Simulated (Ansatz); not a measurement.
Calculated with Ansatz (gas phase, PBE0-D4/def2-TZVP geometries, no zero-point term in ΔE). CCSD(T)/CBS is the MP2 limit (def2-TZVPP, def2-QZVPP) plus CCSD(T) − MP2 in def2-TZVPP, frozen cores. Functionals use def2-TZVPP. For Br outer-core shells are correlated without core-valence functions, which leaves a few kJ/mol of doubt a bond. Scalar relativity is left out up to krypton. Each species was taken in one conformer, which may not be the lowest.

Reaction (redistribution): `O[Si](O)(F)O[SiH3]` + `C[NH][Al]([F])[Br]` → `O[Si](F)(Br)O[SiH3]` + `C[NH][Al]([OH])[F]`

| level | ΔE (kcal/mol) |
| --- | --- |
| PBE-D4 | 10.9 |
| PBE0 | 12.9 |
| HF/def2-QZVPP | 16.9 |
| CCSD/CBS(def2) | 13.0 |

What does CCSD(T)/CBS give? (Best estimate.)

The calculation gave: +12.5 kcal/mol. The listed levels differ from it by -1.6, 0.4, 4.4, 0.5 kcal/mol.

Largest T1 diagnostic among the species: 0.011.

From PBE to PBE0 (25 % exact exchange), in def2-TZVPP and without D4, ΔE moves by +1.5 kcal/mol. The D4 term adds −0.9 kcal/mol with B3LYP and −0.5 kcal/mol with PBE0; it sums over pairs of atoms, weighted by their polarisabilities, and B3LYP, whose exchange is more repulsive, gets the larger term. In def2-TZVPP, CCSD(T) changes the Hartree–Fock value by −3.8 kcal/mol (the triples alone add −0.5 kcal/mol) and MP2 by −4.7 kcal/mol.

B3LYP here is the variant with VWN-RPA as its local correlation; programs differ in this.
